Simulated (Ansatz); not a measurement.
CrCl₂O₂⁻, that is CrO2Cl2 with one electron more. Charge -1, multiplicity 2. Geometry r2SCAN-D4/def2-SVP, that of the neutral singlet; atoms count from 1.

Cartesian coordinates in Å:
```
Cr 0.058 0.052 0.090
O -0.152 1.507 0.568
O 1.136 -0.612 0.975
Cl 0.721 0.069 -1.924
Cl -1.763 -1.016 0.291
```

Problem. Estimate the Mulliken populations from the PBE0/def2-TZVPD orbitals of Ansatz.

Solution. 
```
atom  charge (e)  spin (α − β)  d electrons
 Cr1        1.34          1.02         4.26
  O2       -0.75         -0.03            –
  O3       -0.75         -0.03            –
 Cl4       -0.42          0.02            –
 Cl5       -0.42          0.02            –
```
Mulliken values depend strongly on the basis. With diffuse functions, as here, like atoms can get unlike values, and bond orders can come out too low or too high.

Problem. Where does the spin sit?

Solution. Summed by element: Cr 1.02, O -0.07, Cl 0.04, of 1 unpaired in all. Largest on single atoms: Cr1 1.02, O2 -0.03, O3 -0.03.

Problem. And the Mayer bond orders between heavy atoms (over 0.3)?

Solution. Cr1–O2 1.63 (1.54 Å); Cr1–O3 1.63 (1.54 Å); Cr1–Cl4 0.82 (2.12 Å); Cr1–Cl5 0.82 (2.12 Å).
